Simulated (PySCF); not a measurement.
TeO2Br2: from structure and modes to constants

These are results of PySCF, PBE, basis Te def2-SVP with ECP28, O def2-SVP, Br def2-SVP (scalar-relativistic core potentials, no spin–orbit coupling, density fitting), not measurements.

The singlet minimum has C2v symmetry. Masses (u): Te 129.90622, O 15.99492, Br 78.91834.

```xyz
5
charge 0 multiplicity 1, angstrom
Te    0.0000    0.0000   -0.7337
O     0.0000    1.6109   -1.5999
O     0.0000   -1.6109   -1.5999
Br    1.9415    0.0000    0.9219
Br   -1.9415    0.0000    0.9219
```

Harmonic wavenumbers (cm⁻¹): 72.7 (a1, ×1), 124.2 (a2, ×1), 145.4 (b2, ×1), 176.7 (b1, ×1), 189.1 (a1, ×1), 244.3 (a1, ×1), 247.4 (b1, ×1), 801.2 (a1, ×1), 842.5 (b2, ×1).

Problem. Find the principal moments of inertia and the rotational constants. What kind of rotor is it?

Solution. About the centre of mass I = 368.95, 677.97, 880.89 u Å². With B = 16.8576/I this gives 0.04569, 0.02486, 0.01914 cm⁻¹. The molecule is an asymmetric top with κ = -0.57.

Problem. What is the harmonic zero-point energy?

Solution. Half the sum of all 9 wavenumbers, 2843/2 = 1422 cm⁻¹, which is 17.0 kJ/mol (1 cm⁻¹ = 0.0119627 kJ/mol).

Problem. Find the vibrational entropy and heat capacity at 298.15 K.

Solution. With u = 1.43878 ω/T, each mode gives S = R[u/(eᵘ−1) − ln(1−e⁻ᵘ)] and C = R u² eᵘ/(eᵘ−1)².
```json
{"ω (cm⁻¹)": "72.7", "u": "0.351", "S (J/(mol K))": "17.06", "C (J/(mol K))": "8.23"}
{"ω (cm⁻¹)": "124.2", "u": "0.599", "S (J/(mol K))": "12.69", "C (J/(mol K))": "8.07"}
{"ω (cm⁻¹)": "145.4", "u": "0.702", "S (J/(mol K))": "11.43", "C (J/(mol K))": "7.98"}
{"ω (cm⁻¹)": "176.7", "u": "0.852", "S (J/(mol K))": "9.89", "C (J/(mol K))": "7.83"}
{"ω (cm⁻¹)": "189.1", "u": "0.912", "S (J/(mol K))": "9.36", "C (J/(mol K))": "7.76"}
{"ω (cm⁻¹)": "244.3", "u": "1.179", "S (J/(mol K))": "7.41", "C (J/(mol K))": "7.42"}
{"ω (cm⁻¹)": "247.4", "u": "1.194", "S (J/(mol K))": "7.32", "C (J/(mol K))": "7.39"}
{"ω (cm⁻¹)": "801.2", "u": "3.866", "S (J/(mol K))": "0.86", "C (J/(mol K))": "2.71"}
{"ω (cm⁻¹)": "842.5", "u": "4.066", "S (J/(mol K))": "0.73", "C (J/(mol K))": "2.44"}
```
The sums over all modes are S = 76.8 and C = 59.8 J/(mol K); the softest mode gives 22 % of the entropy.

Problem. Give the standard entropy (298.15 K, 1 bar) by its translational, rotational, vibrational and spin parts, and Cp.

Solution. Sackur–Tetrode with M = 319.73 u gives 180.8; rotation with symmetry number 2 gives 122.6; vibration 76.8; spin R ln 1 = 0.0. The total is 380.2 J/(mol K), and Cp = 4 R + 59.8 = 93.1 J/(mol K).

Other isomers or separated fragments may lie lower.
